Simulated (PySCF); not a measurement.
# What a mistake does to a calculation on CClGeH5

These are calculations, not measurements. The program is PySCF 2.14.0, an open-source quantum chemistry code, run on an isolated molecule that a program drew, which may never have been made. The molecule is CClGeH5 (charge 0, singlet), drawn as the SMILES string `[CH3][GeH2][Cl]`.

Each row is a Hartree-Fock (HF) and frozen-core CCSD(T) single point in the cc-pV(D+d)Z basis, meant for a local HF minimum. Run 1 is clean. Each other run has one planted mistake out of seven kinds, and not every kind appears here: one electron removed, one electron added, multiplicity raised by two, geometry at a saddle point, minimal basis STO-3G, one bond length entered in bohr, all coordinates scaled. The reference is restricted for singlets and unrestricted otherwise, and also for a bond in bohr. Adding or removing an electron swaps singlet and doublet. Electrons count all cores. HOMO and LUMO are orbital energies over both spins, the gradient is its largest component, and the lowest frequency (negative if imaginary) is given only where the gradient is small. Bond lengths are over the 7 bonds as drawn. T1 is the CCSD diagnostic: over 0.02 (restricted) or 0.045 (unrestricted) a single reference is doubtful. Germanium has the cc-pVDZ-PP basis, with a core potential (ECP10MDF) in place of its 10 inner electrons, and its 3s, 3p and 3d shells are frozen in CCSD(T).

Geometry of the clean run:
```xyz
8
CClGeH5, angstrom
C     0.5672   -0.4945   -1.0978
Ge   -0.2007    0.4940    0.3914
Cl    1.4068    1.6494    1.3180
H     0.9993    0.1974   -1.8215
H     1.3479   -1.1652   -0.7375
H    -0.2100   -1.0842   -1.5893
H    -1.2476    1.5134   -0.0476
H    -0.7483   -0.4137    1.4889
```

| run | electrons | basis functions | <S^2> | HOMO (eV) | LUMO (eV) | gradient (hartree/bohr) | lowest frequency (cm^-1) | mean bond (Å) | longest bond (Å) | T1 | HF (hartree) | CCSD(T) (hartree) | mistake |
|---|---|---|---|---|---|---|---|---|---|---|---|---|---|
| 1 | 60 | 85 | 0.000 | -11.55 | 3.53 | 1.1e-05 | 141 | 1.4938 | 2.186 | 0.0083 | -793.70847 | -794.14826 | no fault |
| 2 | 60 | 85 | 0.000 | -11.65 | 4.38 | 8.3e-02 | - | 1.3474 | 1.972 | 0.0070 | -793.62300 | -794.05418 | all coordinates scaled |
| 3 | 60 | 85 | 0.713 | -11.47 | 2.20 | 1.8e-02 | - | 1.6324 | 2.186 | 0.0586 | -793.57881 | -794.01588 | one bond length entered in bohr |
| 4 | 61 | 85 | 0.761 | 2.45 | 9.04 | 8.1e-02 | - | 1.4938 | 2.186 | 0.0100 | -793.59757 | -794.05454 | ? |
| 5 | 59 | 85 | 0.761 | -17.54 | -8.66 | 6.3e-02 | - | 1.4938 | 2.186 | 0.0452 | -793.33504 | -793.75699 | ? |

**Which mistake was planted in run 4, and what did it cost?**

It counts 61 electrons, one more than the clean run, at the same geometry and basis. So the mistake is: one electron added. Subtracting run 1 and multiplying by 627.51 kcal/mol a hartree, the energy moved by 69.6 kcal/mol in HF and 58.8 kcal/mol in CCSD(T).

**Which mistake was planted in run 5, and what did it cost?**

It counts 59 electrons, one fewer than the clean run, at the same geometry and basis. So the mistake is: one electron removed. Subtracting run 1 and multiplying by 627.51 kcal/mol a hartree, the energy moved by 234.3 kcal/mol in HF and 245.5 kcal/mol in CCSD(T).

Cautions from the logs. Run 3: T1 is over the limit, so its CCSD(T) energy is less reliable; run 4: the HOMO is above zero, so the electron isn't bound and the energy depends on the basis; run 5: T1 is over the limit, so its CCSD(T) energy is less reliable.
